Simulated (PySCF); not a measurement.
**How methods differ on the ionisation energy of Pb**

Pb [Xe] 4f14 5d10 6s2 6p2 [6p1/2^2, M_J = 0] → Pb⁺ [Xe] 4f14 5d10 6s2 6p1 [6p1/2^1, M_J = 1/2], as a difference of total energies. Calculation: PySCF 2.14, in x2c-SVPall-2c; the two-component X2C-1e Hamiltonian. Correlated levels: [Kr] 4d10 4f14 frozen; the 22 highest virtual spinors dropped. "Screened" scales the spin-orbit matrix elements by Boettger's factors to mimic the two-electron term; Breit and QED terms are absent.

```csv
method,ionisation energy (eV)
GHF (spin-free),6.505
GMP2 (spin-free),6.837
GHF (screened spin-orbit),6.468
GMP2 (screened spin-orbit),6.947
```

The spin-free rows relax to the high-spin LS determinant and lack the spin-orbit shift.

Errors of the correlated levels include the incompleteness of this basis and the frozen core.

The labels give the starting determinants; with spin-orbit coupling the two ends relaxed to ⟨J²⟩ = 0.00, ⟨L²⟩ = 1.51, ⟨S²⟩ = 1.51 and ⟨J²⟩ = 0.76, ⟨L²⟩ = 2.21, ⟨S²⟩ = 0.94.

Q: Which method comes closest to the reference value, and which is furthest?

A: The reference is 7.417 eV (measured; NIST Atomic Spectra Database, ionization energies). Closest: GMP2 (screened spin-orbit) (error -0.470 eV); furthest: GHF (screened spin-orbit) (error -0.949 eV).
